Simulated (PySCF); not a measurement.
C3H6F2Si.

```xyz
12

F      1.8981    -0.5212    -0.4745
C      1.3342     0.2483     0.4304
F      2.1385     0.4131     1.4539
C      0.1242     0.7842     0.3190
C     -0.7900     0.5576    -0.8397
Si    -2.2069    -0.6270    -0.4074
H     -0.2057     1.3956     1.1618
H     -1.2301     1.5109    -1.1778
H     -0.2411     0.1387    -1.6979
H     -2.9686    -0.0980     0.7656
H     -3.1424    -0.7669    -1.5663
H     -1.6547    -1.9698    -0.0555
```

Geometry: PBE0-D3(BJ)/def2-SVP. The structure was generated by enumeration, and PubChem lists no compound with its InChIKey, so it may never have been made. The values are those of a single conformer.

Calculation: PBE/pcSseg-1 (PySCF). Non-relativistic, no solvent.

**Question.** Give the absolute GIAO shielding of each atom: isotropic value and principal components (ppm). (Estimate from the structure and the level; the computed values follow.)

**Answer.** 
| atom | σ(iso) | σ11 | σ22 | σ33 | span |
|---|---|---|---|---|---|
| F1 | 245.9 | 190.6 | 264.7 | 282.5 | 91.8 |
| C2 | 14.4 | -70.3 | 39.6 | 74.0 | 144.4 |
| F3 | 241.2 | 193.5 | 232.2 | 297.8 | 104.3 |
| C4 | 103.9 | 45.8 | 115.7 | 150.2 | 104.4 |
| C5 | 173.4 | 161.4 | 172.9 | 185.8 | 24.4 |
| Si6 | 404.1 | 370.8 | 388.3 | 453.3 | 82.6 |
| H7 | 27.3 | 23.9 | 27.8 | 30.1 | 6.3 |
| H8 | 29.8 | 24.7 | 27.9 | 36.7 | 12.0 |
| H9 | 29.5 | 25.1 | 29.2 | 34.2 | 9.1 |
| H10 | 27.3 | 24.3 | 25.7 | 31.9 | 7.6 |
| H11 | 27.0 | 23.9 | 24.6 | 32.5 | 8.6 |
| H12 | 27.4 | 24.2 | 26.3 | 31.7 | 7.5 |
